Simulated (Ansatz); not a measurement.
A run for Ansatz (a first-principles code): R-wB97M-V/def2-TZVPPD on N2 (SMILES N#N). Files ending in .json are basis or fitting sets from the Basis Set Exchange.

Ansatz 0.2 input:
```yaml
crystal:
  periodic: [false, false, false]
  atoms:
    - {symbol: N, position_ang: [-0.21362157, -0.07656925, -1.11253120]}
    - {symbol: N, position_ang: [-0.50001753, 0.37811009, -0.16328979]}
basis:
  gaussian:
    orbitals: def2-TZVPPD.json
hamiltonian:
  xc: {name: wB97M-V}
scf: {lower_state_search: off}
```

Question: Predict the final total energy.

Answer: -109.5526 hartree.
